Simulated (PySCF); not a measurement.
C7H7BF3N: full NMR table

| Quantity | Value |
| --- | --- |
| Formula | C7H7BF3N |
| SMILES | FC(F)=C(F)[BH2-][n+]1ccccc1 |
| Point group of the computed structure | C1 |
| Carbon signals | 5 |
| Proton signals | 4 |

Atom-mapped SMILES (the numbers label the heavy atoms): `[F:1][C:2]([F:3])=[C:4]([F:5])[BH2-:6][n+:7]1[cH:8][cH:9][cH:10][cH:11][cH:12]1`; H(Xn) means a hydrogen on atom n.

[PySCF: PBE0-D3(BJ)/def2-SVP geometry; KT2/pcSseg-2 with gauge-including orbitals; couplings computed with B3LYP/pcJ-1 (spin–dipole term only in couplings to heteroatoms); relativity neglected; rapidly exchanging positions averaged; a single conformation; no solvent]

Shifts are taken against calculated references (same method and geometry level): 1H, 13C against TMS; 19F against CFCl3; 11B vs BF3·OEt2; NH3 for 15N.

| carbon | δC, type | δH (multiplicity, J in Hz) | HMBC from (abs. J ≥ 3 Hz) | span of the C tensor (ppm) |
| --- | --- | --- | --- | --- |
| C2 | 167.7, C | – | H(B6) | 102 |
| C4 | 146.7, C | – | H(B6) | 75 |
| C8/C12 | 147.3, CH | 8.74 (dd, 6.8, 1.3) | H(C8)/H(C12), H(C10), H(C9)/H(C11), H(B6) | 197 |
| C9/C11 | 124.0, CH | 7.25 (dd, 8.5, 6.8) | H(C8)/H(C12), H(C9)/H(C11) | 216 |
| C10 | 136.0, CH | 7.62 (tt, 8.5, 1.3) | H(C8)/H(C12) | 240 |

Other nuclei:
| atoms | nucleus | environment | δ (ppm) | σ (ppm) |
| --- | --- | --- | --- | --- |
| H(B6) | 1H | hydrogen on a boron bonded to C, N | 3.67 | 27.51 |
| F1 | 19F | vinylic fluorine | -123.5 | 259.9 |
| F3 | 19F | vinylic fluorine | -163.8 | 300.1 |
| F5 | 19F | vinylic fluorine | -199.5 | 335.9 |
| B6 | 11B | boron bonded to C, N, 2 H | -12.9 | 111.2 |
| N7 | 15N | donor nitrogen of a Lewis adduct | 271.0 | -10.9 |

Selected couplings (Hz, signed; the shortest-range and largest first, 30 at most; isotopes 19F, 13C, 1H, 11B, 15N): 1J(F1,C2) -375.8, 1J(C2,F3) -337.2, 1J(C4,F5) -317.0, 1J(C8,H(C8)) 197.0, 1J(C9,H(C9)) 177.1, 1J(C10,H(C10)) 173.7, 1J(B6,H(B6)) 111.5, 1J(C4,B6) 75.0, 1J(B6,N7) -9.1, 2J(F3,C4) 57.8, 2J(C2,F5) 46.4, 2J(F5,B6) 38.7, 2J(F1,F3) 27.0, 2J(C2,B6) 7.3, 2J(N7,H(C8)) -4.4, 2J(F1,C4) -3.5, 2J(B6,C8) 2.0, 3J(F3,F5) -152.1, 3J(F1,F5) 53.6, 3J(H(C9),H(C10)) 8.5, 3J(F5,H(B6)) 8.1, 3J(H(C8),H(C9)) 6.8, 3J(F5,N7) -5.6, 3J(F3,B6) -3.3, 3J(N7,H(C9)) -3.2, 3J(B6,H(C8)) 2.8, 3J(B6,C9) 1.7, 4J(F1,H(B6)) 7.7, 4J(F3,H(B6)) 3.9, 4J(F3,N7) -2.6.

δC 167.7, 146.7: fully substituted alkene carbon. δC 147.3: aromatic CH next to a ring nitrogen; the adjacent ring nitrogen, though it donates into the ring, and the other ring atoms leave it deshielded. δC 136.0, 124.0: aromatic CH. δH 8.74: hydrogen on an aromatic CH next to a ring nitrogen; ring current plus the neighbouring ring nitrogen. δH 7.62, 7.25: hydrogen on an aromatic CH; aromatic region. The protons at 7.25 and 7.62 share a coupling of 8.5 Hz (vicinal, an ortho-type coupling). The protons at 8.74 and 7.25 share a coupling of 6.8 Hz (vicinal, an ortho-type coupling).

Hydrogens on boron are broadened and split by 11B (spin 3/2, 80 %) and 10B (spin 3). A carbon bonded to boron is broadened by the quadrupolar boron nucleus and is often missing from a measured spectrum. C–F couplings over four or more bonds (about 3 Hz to the para carbon of a fluoroarene) are left out. Common functionals overestimate the size of one-bond C–F couplings by tens of Hz; these are unscaled. Multiplet labels drop couplings under 1 Hz and merge nearly equal ones. Couplings among chemically equivalent protons are left out too, so labels in AA′BB′ or AA′XX′ sets are apparent multiplicities. Unscaled 3J(H,H) at this level run about 10 % above measured values. Shifts are as computed. Against solution values, carbons near 30 ppm lie about +3 ppm off and those near 130 ppm about -1 ppm. Of 1313 compounds with measured shifts, 239 miss one by over three times the rms of a fit or turn the order of signals round; such compounds aren't used in these exercises. Unscaled 19F shifts against computed CFCl3 carry errors that often reach 10 to 50 ppm. Experimental scales use liquid or dissolved standards, which lie at an offset from isolated NH3 (liquid NH3: subtract about 20 ppm). Unscaled 15N shifts of sp2 nitrogen come out 20 to 40 ppm too high even then.
